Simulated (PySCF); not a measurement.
PySCF input for (Z)-1-bromo-2-chloro-1,2-difluoroethene (C2BrClF2), SMILES F/C(Cl)=C(\F)Br, TPSSh-D3(BJ)/def2-SVP. Geometry optimised at TPSSh-D3(BJ)/def2-SVP.

```python
import numpy as np
from pyscf import gto, scf, dft, df
from pyscf.hessian import thermo

mol = gto.M(
    atom='''
    F     1.15117711    2.25543720    0.00000000
    C     0.29424320    1.24124846    0.00000000
    Cl   -1.35569334    1.69628189    0.00000000
    C     0.74402308   -0.02597919    0.00000000
    F     2.05134101   -0.26472285    0.00000000
    Br   -0.34301354   -1.54413820    0.00000000
    ''',
    basis='def2-SVP',
    charge=0,
    spin=0,
    max_memory=1600,
    verbose=3,
)
mf = dft.RKS(mol, xc='tpssh').density_fit(auxbasis='def2-universal-jkfit')
mf.disp = 'd3bj'
mf.grids.level = 4
mf.conv_tol = 1e-11
mf.max_cycle = 100
mf.kernel()

# [left out here: the lines that compute and print the analytic Hessian (its translational invariance restored by hand, since the grid's response is missing), thermochemistry and intensities]
```

Program output:

```
converged SCF energy = -3309.46492411336

WARN: MGGA Hessian is sensitive to dft grids. grids.level 4 may not be dense enough.


WARN: DFTD3 does not support analytical Hessian, using finite difference


WARN: Mole.unit (angstrom) is changed to Bohr

Mode                                 0                   1                   2
Irrep
Freq [cm^-1]                      135.9308            138.4238            310.2935
Reduced mass [au]                  20.9359             34.9791             19.7567
Force const [Dyne/A]                0.2279              0.3949              1.1208
Char temp [K]                     195.5742            199.1610            446.4432
Normal mode                   x     y     z       x     y     z       x     y     z
       0   F                -0.00  0.00 -0.15    0.01 -0.03 -0.00   -0.07  0.11 -0.00
       1   C                 0.00 -0.00 -0.03   -0.04  0.01 -0.00    0.01  0.03  0.00
       2  Cl                 0.00 -0.00  0.06   -0.01  0.12  0.00    0.00  0.03 -0.00
       3   C                 0.00 -0.00  0.05   -0.06  0.00  0.00   -0.00  0.01  0.00
       4   F                 0.00 -0.00  0.13   -0.05  0.04  0.00   -0.04 -0.17 -0.00
       5  Br                -0.00  0.00 -0.03    0.03 -0.06 -0.00    0.02 -0.00 -0.00
Mode                                 3                   4                   5
Irrep
Freq [cm^-1]                      333.1818            346.4558            401.9062
Reduced mass [au]                  13.1697             26.9410             17.3327
Force const [Dyne/A]                0.8614              1.9053              1.6496
Char temp [K]                     479.3744            498.4728            578.2535
Normal mode                   x     y     z       x     y     z       x     y     z
       0   F                -0.00  0.00 -0.06   -0.05  0.12  0.00    0.12  0.05 -0.00
       1   C                 0.00 -0.00  0.17    0.05  0.03 -0.00    0.03  0.11  0.00
       2  Cl                 0.00 -0.00 -0.03    0.07 -0.00  0.00   -0.00 -0.06  0.00
       3   C                 0.00 -0.00  0.19    0.03  0.02 -0.00   -0.08  0.07  0.00
       4   F                 0.00  0.00 -0.07    0.05  0.07  0.00   -0.11  0.01  0.00
       5  Br                -0.00 -0.00 -0.01   -0.04 -0.05  0.00    0.01 -0.02 -0.00
Mode                                 6                   7                   8
Irrep
Freq [cm^-1]                      521.5726            524.3681            928.4665
Reduced mass [au]                  22.5235             12.3486             13.4267
Force const [Dyne/A]                3.6101              2.0005              6.8195
Char temp [K]                     750.4269            754.4489           1335.8566
Normal mode                   x     y     z       x     y     z       x     y     z
       0   F                -0.09 -0.03  0.00    0.00  0.00  0.04    0.02  0.07  0.00
       1   C                -0.04 -0.04 -0.00    0.00  0.00 -0.21    0.13 -0.10 -0.00
       2  Cl                 0.11 -0.02  0.00   -0.00  0.00  0.01   -0.04  0.01  0.00
       3   C                -0.09 -0.03  0.00    0.00  0.00  0.18   -0.05 -0.18 -0.00
       4   F                -0.10  0.04 -0.00    0.00 -0.00 -0.04   -0.04  0.04  0.00
       5  Br                 0.02  0.02 -0.00   -0.00 -0.00 -0.00    0.01  0.01  0.00
Mode                                 9                  10                  11
Irrep
Freq [cm^-1]                     1171.0151           1227.9536           1744.8832
Reduced mass [au]                  13.7699             13.3235             12.1596
Force const [Dyne/A]               11.1252             11.8368             21.8124
Char temp [K]                    1684.8299           1766.7518           2510.4984
Normal mode                   x     y     z       x     y     z       x     y     z
       0   F                -0.05 -0.06 -0.00    0.06  0.07 -0.00    0.01  0.02 -0.00
       1   C                 0.16 -0.00 -0.00   -0.15 -0.11  0.00    0.05 -0.20  0.00
       2  Cl                -0.02  0.01  0.00    0.01  0.00  0.00   -0.01  0.00  0.00
       3   C                 0.15  0.08  0.00    0.16 -0.01  0.00   -0.09  0.18  0.00
       4   F                -0.10  0.02  0.00   -0.08  0.01  0.00    0.03 -0.01  0.00
       5  Br                -0.00 -0.00 -0.00   -0.00 -0.00 -0.00   -0.00 -0.00 -0.00
temperature 298.1500 [K]
pressure 101325.00 [Pa]
Rotational constants [GHz] 2.69862 1.23741 0.84839
Symmetry number 1
Zero-point energy (ZPE) 0.01773 [Eh]   46561.356 [J/mol]
                           tot       elec      trans        rot        vib
Entropy [J/mol/K]       344.731      0.000    173.327    121.833     49.571
Cv [J/mol/K]             81.209      0.000     12.472     12.472     56.265
Cp [J/mol/K]             89.523      0.000     20.786     12.472     56.265
Internal energy [J/mol]                      3718.434   3718.434  55203.479
Internal energy [Eh]   -3309.44107  -3309.46492
Enthalpy [J/mol]                             6197.391   3718.434  55203.479
Enthalpy [Eh]          -3309.44012
Gibbs free energy [J/mol]                  -45480.173 -32606.096  40423.984
Gibbs free energy [Eh] -3309.47927
static polarisability / bohr^3: [[48.602 -1.622  0.   ]
 [-1.616 62.718  0.   ]
 [-0.    -0.    25.794]]
largest difference of analytic and finite-field dipole derivatives / e: 0.00039237177640805143
mode   freq/cm-1   IR/(km/mol)   Raman/(A^4/amu)   depolarisation
   1      135.93         0.002             0.022            0.750
   2      138.42         0.732             1.600            0.546
   3      310.29         2.739             1.687            0.669
   4      333.18         0.068             0.696            0.750
   5      346.46         0.396             2.076            0.429
   6      401.91         0.003             2.036            0.749
   7      521.57         1.468             8.883            0.154
   8      524.37         0.116             7.280            0.750
   9      928.47       158.269             0.506            0.390
  10     1171.02       332.036             9.599            0.203
  11     1227.95        37.248             0.285            0.177
  12     1744.88        30.439            30.482            0.330
max |gradient| / (hartree/bohr): 1.935686544772135e-05
APT charges: [-0.538   0.7564 -0.2235  0.6564 -0.5242 -0.127 ]
```

The calculation finished and met its thresholds.

Cost: about 10 core-minutes (a rough figure).
